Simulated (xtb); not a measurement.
xtb input (GFN2-xTB):

```bash
xtb mol.xyz --gfn 2 --sp --chrg 1 --uhf 0
```
mol.xyz:
```
4

Hf    -0.00656911    -0.00108817     0.00273600
H      0.91572553    -0.48238207     1.55220429
H     -0.26579710     1.80843184    -0.37351045
H     -0.17695233    -1.24770164    -1.37568614
```

Output:

```
           -------------------------------------------------
          |                Calculation Setup                |
           -------------------------------------------------

           -------------------------------------------------
          |                 G F N 2 - x T B                 |
           -------------------------------------------------

        Reference                      10.1021/acs.jctc.8b01176
      * Hamiltonian:
        H0-scaling (s, p, d)           1.850000    2.230000    2.230000
        zeta-weighting                 0.500000
      * Dispersion:
        s8                             2.700000
        a1                             0.520000
        a2                             5.000000
        s9                             5.000000
      * Repulsion:
        kExp                           1.500000    1.000000
        rExp                           1.000000
      * Coulomb:
        alpha                          2.000000
        third order                    shell-resolved
        anisotropic                    true
        a3                             3.000000
        a5                             4.000000
        cn-shift                       1.200000
        cn-exp                         4.000000
        max-rad                        5.000000

          ...................................................
          :                      SETUP                      :
          :.................................................:
          :  # basis functions                  13          :
          :  # atomic orbitals                  12          :
          :  # shells                            6          :
          :  # electrons                         6          :
          :  max. iterations                   250          :
          :  Hamiltonian                  GFN2-xTB          :
          :  restarted?                      false          :
          :  GBSA solvation                  false          :
          :  PC potential                    false          :
          :  electronic temp.          300.0000000     K    :
          :  accuracy                    1.0000000          :
          :  -> integral cutoff          0.2500000E+02      :
          :  -> integral neglect         0.1000000E-07      :
          :  -> SCF convergence          0.1000000E-05 Eh   :
          :  -> wf. convergence          0.1000000E-03 e    :
          :  Broyden damping             0.4000000          :
          :  net charge                          1          :
          :  unpaired electrons                  0          :
          ...................................................

 iter      E             dE          RMSdq      gap      omega  full diag
   1     -2.2054465 -0.220545E+01  0.650E+01    2.36       0.0  T
   2     -2.5210047 -0.315558E+00  0.140E+01    5.01       1.0  T
   3     -2.5451049 -0.241002E-01  0.221E+01    4.37       1.0  T
   4     -2.6020639 -0.569590E-01  0.473E-01    5.57       1.0  T
   5     -2.6022150 -0.151090E-03  0.231E-01    5.53       1.0  T
   6     -2.6022255 -0.105325E-04  0.268E-02    5.52       1.9  T
   7     -2.6022255 -0.298893E-07  0.818E-03    5.52       6.1  T
   8     -2.6022255 -0.186084E-08  0.210E-04    5.52     237.8  T
   9     -2.6022255 -0.168132E-10  0.103E-04    5.52     485.9  T

   *** convergence criteria satisfied after 9 iterations ***

         #    Occupation            Energy/Eh            Energy/eV
      -------------------------------------------------------------
         1        2.0000           -0.8128963             -22.1200
         2        2.0000           -0.6664173             -18.1341
         3        2.0000           -0.6664173             -18.1341 (HOMO)
         4                         -0.4633874             -12.6094 (LUMO)
         5                         -0.4633874             -12.6094
         6                         -0.4549975             -12.3811
         7                         -0.4546274             -12.3710
         8                         -0.4546274             -12.3710
       ...                                ...                  ...
        12                          0.0715242               1.9463
      -------------------------------------------------------------
                  HL-Gap            0.2030299 Eh            5.5247 eV
             Fermi-level           -0.5649023 Eh          -15.3718 eV

 SCC (total)                   0 d,  0 h,  0 min,  0.003 sec
 SCC setup                      ...        0 min,  0.000 sec (  4.703%)
 Dispersion                     ...        0 min,  0.000 sec (  1.626%)
 classical contributions        ...        0 min,  0.000 sec (  1.167%)
 integral evaluation            ...        0 min,  0.000 sec ( 15.836%)
 iterations                     ...        0 min,  0.002 sec ( 55.136%)
 molecular gradient             ...        0 min,  0.000 sec ( 13.034%)
 printout                       ...        0 min,  0.000 sec (  7.905%)

         :::::::::::::::::::::::::::::::::::::::::::::::::::::
         ::                     SUMMARY                     ::
         :::::::::::::::::::::::::::::::::::::::::::::::::::::
         :: total energy              -2.598007918899 Eh    ::
         :: gradient norm              0.011679666840 Eh/a0 ::
         :: HOMO-LUMO gap              5.524723613762 eV    ::
         ::.................................................::
         :: SCC energy                -2.602225454182 Eh    ::
         :: -> isotropic ES            0.010513030041 Eh    ::
         :: -> anisotropic ES         -0.000554249310 Eh    ::
         :: -> anisotropic XC         -0.018665730278 Eh    ::
         :: -> dispersion             -0.000727126191 Eh    ::
         :: repulsion energy           0.004217535283 Eh    ::
         :: add. restraining           0.000000000000 Eh    ::
         :: total charge               1.000000000000 e     ::
         :::::::::::::::::::::::::::::::::::::::::::::::::::::

           -------------------------------------------------
          |                Property Printout                |
           -------------------------------------------------

    * Orbital Energies and Occupations

         #    Occupation            Energy/Eh            Energy/eV
      -------------------------------------------------------------
         1        2.0000           -0.8128963             -22.1200
         2        2.0000           -0.6664173             -18.1341
         3        2.0000           -0.6664173             -18.1341 (HOMO)
         4                         -0.4633874             -12.6094 (LUMO)
         5                         -0.4633874             -12.6094
         6                         -0.4549975             -12.3811
         7                         -0.4546274             -12.3710
         8                         -0.4546274             -12.3710
         9                         -0.4136023             -11.2547
        10                         -0.1681844              -4.5765
        11                          0.0715242               1.9463
        12                          0.0715242               1.9463
      -------------------------------------------------------------
                  HL-Gap            0.2030299 Eh            5.5247 eV
             Fermi-level           -0.5649023 Eh          -15.3718 eV

     #   Z          covCN         q      C6AA      α(0)
     1  72 Hf       2.475     1.027   332.993    46.978
     2   1 H        0.825    -0.009     3.260     2.833
     3   1 H        0.825    -0.009     3.260     2.833
     4   1 H        0.825    -0.009     3.260     2.833

 Mol. C6AA /au·bohr⁶  :        548.055338
 Mol. C8AA /au·bohr⁸  :      76820.083289
 Mol. α(0) /au        :         55.476298
Note: The following floating-point exceptions are signalling: IEEE_DENORMAL
normal termination of xtb

Wiberg/Mayer (AO) data.
largest (>0.10) Wiberg bond orders for each atom

 ---------------------------------------------------------------------------
     #   Z sym  total        # sym  WBO       # sym  WBO       # sym  WBO
 ---------------------------------------------------------------------------
     1  72 Hf   2.679 --     3 H    0.893     2 H    0.893     4 H    0.893
     2   1 H    1.000 --     1 Hf   0.893
     3   1 H    1.000 --     1 Hf   0.893
     4   1 H    1.000 --     1 Hf   0.893
 ---------------------------------------------------------------------------

Topologies differ in total number of bonds
Writing topology from bond orders to xtbtopo.mol

molecular dipole:
                 x           y           z       tot (Debye)
 q only:       -0.021      -0.003       0.009
   full:       -0.298      -0.049       0.124       0.829
molecular quadrupole (traceless):
                xx          xy          yy          xz          yz          zz
 q only:        0.123       0.034      -0.076      -0.085      -0.014      -0.046
  q+dip:       -0.321      -0.089       0.200       0.223       0.037       0.121
   full:        6.041       1.669      -3.756      -4.196      -0.695      -2.285

           -------------------------------------------------
          | TOTAL ENERGY               -2.598007918899 Eh   |
          | GRADIENT NORM               0.011679666840 Eh/α |
          | HOMO-LUMO GAP               5.524723613762 eV   |
           -------------------------------------------------

------------------------------------------------------------------------
------------------------------------------------------------------------
 total:
 SCF:
```

This state (charge 1, singlet) is run at the relaxed geometry of the species with charge 0 and multiplicity 2.
